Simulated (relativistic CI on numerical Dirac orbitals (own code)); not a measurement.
One change at a time: Nd XXIV

Base calculation: Dirac-Coulomb-Breit CI, separate exchange-only KLI orbitals for each configuration, model QED, unscaled Slater integrals.

Configurations in the expansion (outside the closed core [Ar] 3d10): 4s²4p⁶4d, 4s²4p⁵4d², 4s²4p⁶4f, 4s4p⁶4d², 4s²4p⁵4d4f, 4s4p⁶4d4f, 4s²4p⁶5s, 4s²4p⁶5p, 4s²4p⁶5d, 4s²4p⁵4d5s, 4p⁶4d³, 4p⁵4d⁴, 4p⁵4d³4f. Double excitations out of closed p, d and f shells are left out; levels of such configurations are missing from the list, as are those of other unlisted configurations, and high levels can miss mixing partners. These lack a partner that the ground configuration has and come out too high: 4s²4p⁵4d5s.

Variants: (1) one mean potential for all configurations; (2) non-relativistic limit. Shifts of the energy above 4s²4p⁶4d ²D3/2, in cm⁻¹, for the lowest level and the first level of each name with at least 55 % of one term (blank where a level changes its place among those of its configuration and J or its character, or is not in the variant):

```
            Level     Base  Δ(1)     Δ(2)
   4s²4p⁶4d ²D3/2        0     0        0
   4s²4p⁶4d ²D5/2    45230     0   -45230
 4s²4p⁵4d² ⁴D°1/2   814243   -88   -46273
 4s²4p⁵4d² ⁴D°3/2   818963   -90   -50992
 4s²4p⁵4d² ⁴D°7/2   868912   -98         
 4s²4p⁵4d² ⁴G°9/2   871677   -96   -74995
4s²4p⁵4d² ⁴G°11/2   886462   -96   -89780
 4s²4p⁵4d² ⁴F°9/2   929970  -101  -110158
4s²4p⁵4d² ²H°11/2   932251  -104   -80366
 4s²4p⁵4d² ²P°1/2   964679  -104  -119423
 4s²4p⁵4d² ²G°9/2   965084  -111         
 4s²4p⁵4d² ²P°3/2  1029603  -120         
   4s4p⁶4d² ⁴F3/2  1615607  -165  -278285
   4s4p⁶4d² ⁴F5/2  1632759  -161  -295437
```

At this charge energies of transitions that change n are usually good to better than 1 %, and those within a shell (Δn = 0) to a few per cent.

Ionisation energy from the two ground configurations alone: base 714.146 eV. The NIST ASD value (theoretical) is 714 eV.

LS names give the leading component of a level, which can be under half, so a name can repeat, a term be missing and a line seem to break the LS rules.
